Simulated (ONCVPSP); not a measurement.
What one change does to a pseudopotential (Ti (Z = 22), ONCV)

- Element: titanium
- Generator: ONCVPSP 4.0.1
- Type: optimised norm-conserving Vanderbilt (ONCV)
- Functional: PBEsol
- Relativity: scalar-relativistic
- Frozen core: [Ne]
- Valence charge: 12
- Reference configuration: 3s2 3p6 3d2 4s2
- Partial waves: 3s+4s: rc 1.45 bohr, ncon 4, nbas 7, qcut 6.3 1/bohr, 3 projectors, debl 2.6 Ha; 3p: rc 1.40 bohr, ncon 4, nbas 8, qcut 9.8 1/bohr, 2 projectors, debl 1.2 Ha; 3d: rc 2.40 bohr, ncon 4, nbas 8, qcut 6.5 1/bohr, 2 projectors, debl 1.8 Ha
- Local potential: polynomial inside 1.05 bohr (lpopt 5, dvloc0 2 Ha)
- Core correction: Teter function, fcfact 4, rcfact 1.6

In the p channel the program set the typed energies aside and used -1.425, 0.250 Ha.

Change: d: rc 2.84.

Cutoffs: the cutoffs (Ha) at which the residual kinetic energy of the hardest occupied pseudo-wave falls to 1 and 0.1 mHa per electron; they do not see the model core or the augmentation charge, which bear on the density cutoff. Errors are all-electron minus pseudo energies relative to the spin-unpolarised reference configuration.

Q: Predict the effect on cutoff, ghosts and configuration errors.

A: The potential gets neither clearly harder nor softer (20 Ha and 51 Ha → 20 Ha and 51 Ha); of the 4 tests that both files solve, the error grows in 4 and shrinks in 0 by more than 15 % and 0.3 meV (median size 105.7 → 174.3 meV); neither file shows a bound ghost. More of the atom is replaced by a form fitted at one configuration, so other configurations suffer.

```tsv
quantity	base	changed
cutoff, loose	20 Ha	20 Ha
cutoff, tight	51 Ha	51 Ha
loose cutoff by channel	s 19 Ha, p 20 Ha, d 16 Ha	s 19 Ha, p 20 Ha, d 14 Ha
bound ghosts	none	none
GHOST(+) flags under 300 eV	none	none
error for 3s2 3p6 3d2 4s1, meV [ΔE 7.36 eV]	+0.7	+1.2
error for 3s2 3p6 3d2 4s0, meV [ΔE 20.83 eV]	+0.1	-5.7
error for 3s2 3p6 3d1 4s0, meV [ΔE 47.73 eV]	+211	+343
error for 3s1 3p6 3d2 4s2, meV [ΔE 69.47 eV]	-378	-465
s: phases at 1.47 bohr within 0.05 rad from the reference energy up to (Ha; the scan ends near 5)	to the end of the scan	to the end of the scan
p: phases at 1.42 bohr within 0.05 rad from the reference energy up to (Ha; the scan ends near 5)	to the end of the scan	to the end of the scan
rms error of d²Exc/dni dnj with the model core, mHa	2.16	2.68
```
